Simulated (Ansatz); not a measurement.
AlB$_{2}$H$_{7}$OSi (`BOB[SiH2][AlH2]`) at its PBE0-D4/def2-TZVP geometry, where that method's forces vanish. The species carries charge 0 and has multiplicity 1.

```xyz
12

B    -2.4855   -1.2165    0.3636
O    -1.3833   -0.9440   -0.3330
B    -0.2979   -0.5859   -1.0203
Si    0.6427    1.1616   -0.6316
Al    2.4129    0.7029    1.0074
H    -3.5438   -0.8880   -0.0895
H    -2.3698   -1.7832    1.4124
H     0.1233   -1.3704   -1.8278
H     1.2454    1.6971   -1.8873
H    -0.3134    2.1730   -0.0904
H     2.1163    0.8250    2.5639
H     3.8531    0.2282    0.5328
```

Q: What forces (eV/Å) does r2SCAN-D4/def2-TZVPP give on these atoms in Ansatz 0.2.0? (Estimate.)

A: The calculation gave: 
```
B1  -0.166 -0.043  0.107
O2  -0.023 -0.014  0.015
B3   0.164  0.033 -0.110
Si4  0.002  0.023 -0.007
Al5  0.021 -0.002  0.016
H6   0.035 -0.007  0.008
H7   0.003  0.016 -0.034
H8  -0.009  0.015  0.017
H9  -0.005 -0.011  0.014
H10  0.006 -0.013 -0.002
H11  0.005 -0.005 -0.034
H12 -0.032  0.007  0.011
```
